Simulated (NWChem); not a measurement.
Species: BI$_{2}$ cation

```xyz
3

I     -1.9864    -0.0228     0.0206
B      0.0000     0.0000     0.0000
I      1.9864     0.0228    -0.0206
```
Atoms are numbered in this order, from 1.

All runs: NWChem. All runs use the structure optimised with PBE-D3(BJ)/def2-SVP. def2 effective core potentials on I; no spin-orbit coupling. Static field.

For level Hartree-Fock/def2-SVPD:

| Property | Value |
|---|---|
| isotropic polarisability (bohr³) | 72.0 |
| anisotropy (bohr³) | 61.4 |

Problem. Estimate the same quantities for level CAM-B3LYP/def2-SVPD.

Solution. 
- isotropic polarisability (bohr³) = 74.7
- anisotropy (bohr³) = 70.7
